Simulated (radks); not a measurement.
The arsenic ion As+ inside a hard spherical wall (all orbitals vanish at R), configuration held at [Ar] 3d10 4s2 4p2 and not refilled when levels cross. Method: scalar-relativistic Kohn-Sham, LDA (Slater exchange, Perdew-Wang correlation), spin-polarised, spherical densities, finite nucleus; open shells are filled with parallel spins first; Fermi nuclear charge, rms radius 4.0968 fm; computed with a radial shooting solver on a logarithmic mesh with Libxc functionals. Eigenvalues in eV for spin up, with the zero of energy where the potential of the charges vanishes at infinity; a dash marks a level that is unbound or too diffuse for the functional's potential to be trusted. A positive occupied level is held by the wall or, in an anion where self-interaction has pushed it up, behind a barrier. The pressure on the wall is -dE/dV.

R (bohr)  E (hartree)  kinetic (hartree)    e(3p)    e(3d)    e(4s)    e(4p)  e(5s, empty)  e(4d, empty)  pressure (GPa)
free      -2257.42465           2300.048  -143.16  -50.662  -24.223  -14.150        -5.071        -3.554               0
20        -2257.42465           2300.048  -143.16  -50.662  -24.223  -14.150        -5.071        -3.554        < 0.0001
15        -2257.42465           2300.048  -143.16  -50.662  -24.223  -14.150        -5.070        -3.552        < 0.0001
10        -2257.42464           2300.048  -143.16  -50.662  -24.223  -14.150        -4.963        -3.471        0.000172
7         -2257.42373           2300.058  -143.10  -50.607  -24.183  -14.103        -3.701        -2.814          0.0772
6         -2257.41939           2300.096  -142.92  -50.427  -24.053  -13.942        -1.842        -1.951           0.591
5         -2257.39541           2300.266  -142.25  -49.767  -23.566  -13.298         2.827         0.106            4.67
4         -2257.26332           2300.993  -140.04  -47.605  -21.769  -10.833        15.524         5.496            40.5
3.5       -2257.04136           2302.009  -137.60  -45.224  -19.390   -7.614        29.427        11.295             128
3         -2256.49226           2304.204  -133.40  -41.135  -14.341   -1.022        54.887        21.807             440
1.5       -2233.88694           2375.215  -71.462   24.140   135.28   163.93        510.76        205.77           68200
